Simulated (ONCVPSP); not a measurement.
**What one change does to a pseudopotential (tantalum (Ta), ONCV)**

```
Element                 : tantalum (Ta)
Generator               : ONCVPSP 4.0.1
Type                    : optimised norm-conserving Vanderbilt (ONCV)
Functional              : PBEsol
Relativity              : scalar-relativistic
Frozen core             : [Kr] 4d10
Valence charge          : 27
Reference configuration : 4f13 5s2 5p6 5d4 6s2
Partial waves           : 5s+6s: rc 1.70 bohr, ncon 4, nbas 8, qcut 9 1/bohr, 2 projectors; 5p: rc 2.00 bohr, ncon 4, nbas 9, qcut 5.5 1/bohr, 2 projectors, debl 2.5 Ha; 5d: rc 2.30 bohr, ncon 3, nbas 8, qcut 6.7 1/bohr, 2 projectors, debl 3.4 Ha; 4f: rc 0.95 bohr, ncon 3, nbas 8, qcut 21.3 1/bohr, 2 projectors, debl 1.8 Ha
Local potential         : polynomial inside 0.90 bohr (lpopt 5, dvloc0 -1 Ha)
Core correction         : Teter function, fcfact 1.75, rcfact 1.1
```

Change: all radii but the core radius scaled by about 1.17 (s 2.00, p 2.34, d 2.70, f 1.12 bohr); local potential polynomial inside 1.06 bohr (lpopt 5, dvloc0 -1 Ha).

Cutoffs: the cutoffs (Ha) at which the residual kinetic energy of the hardest occupied pseudo-wave falls to 1 and 0.1 mHa per electron; they do not see the model core or the augmentation charge, which bear on the density cutoff. Errors are all-electron minus pseudo energies relative to the spin-unpolarised reference configuration.

**Question.** How do hardness, ghosts and transferability respond?

**Answer.** The potential gets softer (172 Ha and 189 Ha → 149 Ha and 166 Ha); the bound ghost in s disappears; the lowest positive-energy flag moves from p at 96.6 eV to s at 1.7 eV; of the 4 tests that both files solve, the error grows in 0 and shrinks in 4 by more than 15 % and 0.3 meV (median size 137.1 → 42.3 meV). A larger radius leaves more room for a smooth pseudo-wave, so fewer plane waves are needed. That the errors move this way runs against the usual rule that smaller radii transfer better.

```csv
quantity,base,changed
"cutoff, loose",172 Ha,149 Ha
"cutoff, tight",189 Ha,166 Ha
loose cutoff by channel,"s 24 Ha, p 11 Ha, d 13 Ha, f 172 Ha","s 23 Ha, p 11 Ha, d 12 Ha, f 149 Ha"
bound ghosts,s,none
GHOST(+) flags under 300 eV,p at 96.6 eV,"s at 1.7 eV, d at 32.0 eV, p at 159.1 eV"
"error for 4f14 5s2 5p6 5d3 6s2, meV [ΔE -24.82 eV]",-152,-33
"error for 4f14 5s2 5p6 5d3 6s1, meV [ΔE -16.31 eV]",-122,+6.2
"error for 4f14 5s2 5p6 5d3 6s0, meV [ΔE -1.34 eV]",-91,+52
"error for 4f14 5s2 5p6 5d2 6s2 6p1, meV [ΔE -21.78 eV]",-239,-126
"rms error of d²Exc/dni dnj with the model core, mHa",4.11,3.98
```

 A true bound ghost makes a file unfit for plane-wave use even where its test errors are small: the radial tests pick states by their node count and pass the ghost by.
